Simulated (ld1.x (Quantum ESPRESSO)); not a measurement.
## PBE PAW dataset for Co, scalar-relativistic all-electron reference.

The input file (ld1.x (Quantum ESPRESSO) 7.5):

```
&input
   title='Co', zed=27., rel=1, dft='PBE', iswitch=3,
   config='[Ar] 3d7 4s0 4p0 4f-2',
   nld=4, rlderiv=1.80, eminld=-11.0, emaxld=5.0, deld=0.04
 /
 &inputp
   pseudotype=3, lpaw=.true., tm=.true., lloc=-2, rcloc=0.50,
   nlcc=.true., new_core_ps=.true., rcore=0.25,
   which_augfun='PSQ', rmatch_augfun=0.30,
   file_pseudopw='Co.UPF', file_wfcaegen='ae.wfc', file_wfcncgen='nc.wfc', file_beta='beta', file_chi='chi', file_wfcusgen='us.wfc'
 /
8
3S  1  0   2.00   0.00  1.00  1.40  0.0
4S  2  0   0.00   0.00  1.00  1.40  0.0
3P  2  1   6.00   0.00  0.30  0.35  0.0
4P  3  1   0.00   0.00  0.30  0.35  0.0
3D  3  2   7.00   0.00  1.15  1.25  0.0
3D  3  2   0.00   0.05  1.15  1.25  0.0
4F  4  3  -2.00  -0.20  1.25  1.65  0.0
4F  4  3  -2.00   1.35  1.25  1.65  0.0
 &test
   configts(1)='3s2 3p6 3d7 4s0 4p0'
 /
```

Command:

```bash
ld1.x < Co.in > Co.out
```

The program printed (shortened: banner, matrices, multipoles, cross overlaps and the repeated all-electron block are left out):

```
[... start of the log left out ...]

     s(1S/1S) =  1.000000  <r> =   0.0562  <r2> =    0.0042  r(max) =   0.0366
     s(2S/2S) =  1.000000  <r> =   0.2554  <r2> =    0.0770  r(max) =   0.2131
     s(2P/2P) =  1.000000  <r> =   0.2249  <r2> =    0.0621  r(max) =   0.1723
     s(3S/3S) =  1.000000  <r> =   0.7743  <r2> =    0.6924  r(max) =   0.6731
     s(3P/3P) =  1.000000  <r> =   0.8164  <r2> =    0.7864  r(max) =   0.6816
     s(3D/3D) =  1.000000  <r> =   1.0215  <r2> =    1.3599  r(max) =   0.6648
     s(4S/4S) =  1.000000  <r> =   2.4230  <r2> =    6.6619  r(max) =   2.0994
     s(4P/4P) =  1.000000  <r> =   2.9038  <r2> =    9.6026  r(max) =   2.5009

     ------------------------ End of All-electron run ------------------------

     --------------------- Generating PAW atomic setup --------------------

      Generating local potential from pseudized AE potential:
      Matching radius rcloc =   0.5000
      Enforcing V''(0)=0 (lloc=-2)

      Local pseudo, rcloc= 0.499 Estimated cut-off energy=   117.74 Ry

      Computing core charge for nlcc:

       r > 0.25 : true rho core
      Core charge pseudized with two Bessel functions
      Integrated core pseudo-charge :   8.64
      Wfc-us  3S rcutus= 1.390  Estimated cut-off energy=    28.56 Ry
      Wfc-us  4S rcutus= 1.390  Estimated cut-off energy=    59.09 Ry
      Wfc-us  3P rcutus= 0.351  Estimated cut-off energy=  1254.38 Ry
      l=   1 integral=    0.000002529 r(ikk)     0.530817575

 %%%%%%%%%%%%%%%%%%%%%%%%%%%%%%%%%%%%%%%%%%%%%%%%%%%%%%%%%%%%%%%%%%%%%%%%%%%%%%
     Error in routine compute_chi (1):
     chi too large beyond r_c
 %%%%%%%%%%%%%%%%%%%%%%%%%%%%%%%%%%%%%%%%%%%%%%%%%%%%%%%%%%%%%%%%%%%%%%%%%%%%%%

     stopping ...
```

The run stopped because the function χ = (ε − T − V_loc)φ does not vanish beyond the cutoff radius.

The run took about 0.1 s on one core of a shared server CPU.
